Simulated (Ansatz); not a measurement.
A CCSD(T) single point on CH3BFGa.

```yaml
crystal:
  periodic: [false, false, false]
  atoms:
    - {symbol: F, position_ang: [-0.990178, -1.421256, 0.147072]}
    - {symbol: C, position_ang: [0.184012, -0.743890, -0.223030]}
    - {symbol: B, position_ang: [0.538438, 0.515460, 0.398575]}
    - {symbol: Ga, position_ang: [-1.617919, 0.758431, -0.617540]}
    - {symbol: H, position_ang: [0.658059, -1.295732, -1.027033]}
    - {symbol: H, position_ang: [-0.203118, 0.984401, 1.245134]}
    - {symbol: H, position_ang: [1.492006, 1.134586, 0.031322]}
basis:
  gaussian: {orbitals: def2-SVP}
correlation: {method: ccsd_t}
```

```sh
$ ansatz run in.yaml --threads 2 --pin off --events-out ev --progress --plain --max-ram 4352MiB
```

Log, shortened:

```
Functional definition: HF
892 factors; integrals over basis functions are off by at most 9.2e-4 eV
mean field evaluation 1: about -56776.2294 eV, gradient 2.3e1 eV
mean field evaluation 2: about -56776.2995 eV, gradient 2.3e1 eV
mean field evaluation 4: about -56778.0853 eV, gradient 2.9e0 eV
mean field evaluation 8: about -56778.1178 eV, gradient 2.7e-1 eV
mean field -56778.11859214 eV, -2086.5573726700 hartree, gradient 1.5e-6 eV, S^2 0.000000; 0 other end points of the search recorded, 0 dependent functions left out
12 core orbitals not correlated: weight in the atoms' cores, before any rotation towards them, 1.000 or more for the frozen orbitals, at most 0.000 for the correlated occupied ones
reference -56778.11859214 eV, -2086.5573726700 hartree; 15, 15 occupied and 62, 62 virtual orbitals, 892 factors
second order -16.57152515 eV of doubles, -0.00000000 eV of singles
cycle   1  -16.54574690 eV  change    2.6e-2 eV  update   1.2e-1
cycle   2  -17.11419013 eV  change   -5.7e-1 eV  update   3.9e-2
cycle   3  -17.23796930 eV  change   -1.2e-1 eV  update   2.2e-2
cycle   4  -17.22645971 eV  change    1.2e-2 eV  update   6.4e-3
cycle   5  -17.22544795 eV  change    1.0e-3 eV  update   4.0e-3
cycle   6  -17.22653308 eV  change   -1.1e-3 eV  update   1.6e-3
cycle   7  -17.22618239 eV  change    3.5e-4 eV  update   6.8e-4
cycle   8  -17.22616287 eV  change    2.0e-5 eV  update   2.3e-4
cycle   9  -17.22624493 eV  change   -8.2e-5 eV  update   9.8e-5
cycle  10  -17.22624236 eV  change    2.6e-6 eV  update   4.0e-5
cycle  11  -17.22624207 eV  change    2.9e-7 eV  update   1.8e-5
perturbative correction -0.56483270 eV, -0.0207572190 hartree
Total energy: -56795.90966691 eV, -2087.2111826086 hartree
```

It took 5.5 s on 2 threads of an Arm Neoverse V1 on a shared host, with 0.3 GiB of host memory at the peak.

MP2 recovers 93.1 % of the CCSD(T) correlation energy and the triples give 3.2 %; T1 = 0.0152.
